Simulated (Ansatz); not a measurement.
Correlation energies of `[I][Zr]([I])([I])[I]` by basis set

Z-matrix (Å, degrees):
```
Zr
I 1 2.674
I 1 2.674 2 109.5
I 1 2.674 2 109.5 3 120.0
I 1 2.674 2 109.5 3 -120.0
```

Total charge 0; spin multiplicity 1. Correlated methods include outer-core shells of I, Zr, which these sets cover unevenly. I, Zr: def2 effective core potential. The geometry is a stationary point of PBE0-D4/def2-TZVP. Frozen core, restricted reference, Ansatz.

```csv
basis,HF (Eh),MP2 corr.,CCSD corr.,(T),CCSD(T) total
def2-SVP,-1233.41817,-0.73445,-0.73770,?,?
def2-TZVPP,?,?,?,-0.06786,?
def2-QZVPP,-1233.48127,-3.08091,–,–,–
```

(1) Fill in the withheld values. (Best estimate.)

Results:

(1) Computed: def2-SVP (T): -0.03189; def2-SVP CCSD(T) total: -1234.18776; def2-TZVPP HF (Eh): -1233.47258; def2-TZVPP MP2 corr.: -2.34945; def2-TZVPP CCSD corr.: -2.20341; def2-TZVPP CCSD(T) total: -1235.74385.
